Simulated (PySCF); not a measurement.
# Working out the ionisation energy of As

As [Ar] 3d10 4s2 4p3 (4S) → As⁺ [Ar] 3d10 4s2 4p2 (3P). Calculation: PySCF 2.14, in jorge-DZP-DKH; scalar relativity by spin-free X2C-1e. Frozen: [Ar] 3d10. Energies in hartree (1 hartree = 27.21139 eV):

| part | As (lower) | As⁺ (upper) |
| --- | --- | --- |
| UHF | -2258.893978 | -2258.547142 |
| CCSD correlation | -0.030214 | -0.033786 |
| (T) | -0.000208 | -0.000209 |

Problem. What does Hartree-Fock give?

Solution. (-2258.547142) − (-2258.893978) = 0.346836 hartree = 9.438 eV.

Problem. What do CCSD and CCSD(T) give?

Solution. The CCSD correlation energies differ by -0.003572 hartree = -0.097 eV and the triples by -0.000001 hartree = 0.000 eV, so CCSD gives 9.341 eV and CCSD(T) 9.341 eV.

Measured between the centres of the two terms (NIST): 10.008 eV, so CCSD(T) (valence) is off by -0.667 eV.

A double-zeta basis recovers only part of the correlation energy.

What remains against the reference includes basis incompleteness, the frozen core and higher excitations.
